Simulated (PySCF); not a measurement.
AlH₃ + Br₂ → AlH + 2 HBr

Level: PBE0 in the def2-TZVP basis family, all electrons, no relativity, computed in PySCF with density fitting; open shells unrestricted.

```tsv
species	state and structure	E (Eh)	ZPE (kJ/mol)	H(298 K) − H(0) (kJ/mol)	S° (J/(mol K))
AlH₃	singlet, D3h, Al–H 1.586 Å (×3)	-244.07875	48.3	10.6	207.5
Br₂	singlet, D∞h, Br–Br 2.281 Å	-5147.70672	2.0	9.7	244.8
AlH	singlet, C∞v, Al–H 1.665 Å	-242.85993	9.9	8.7	187.8
HBr	singlet, C∞v, H–Br 1.421 Å	-2574.45811	16.0	8.7	198.5
```

Task: What is the electronic reaction energy?

Result: At PBE0/def2-TZVP, ΔE = 24.5 kJ/mol from the differences of the total energies times 2625.5, uphill. 

Task: Add zero-point, thermal and entropy terms for 298.15 K and 1 bar.

Result: ΔZPE = -8.4 and Δ[H(298) − H(0)] = 5.8 kJ/mol give ΔH° = 21.9 kJ/mol. ΔS° = 132.5 J/(mol K), so ΔG° = 21.9 − 298.15 × (0.1325) = -18 kJ/mol and log₁₀K = 3.1. ΔG° would change sign near 170 K if ΔH° and ΔS° stayed fixed.

Each species is the lowest minimum found with this bonding; other isomers or fragments can lie lower.
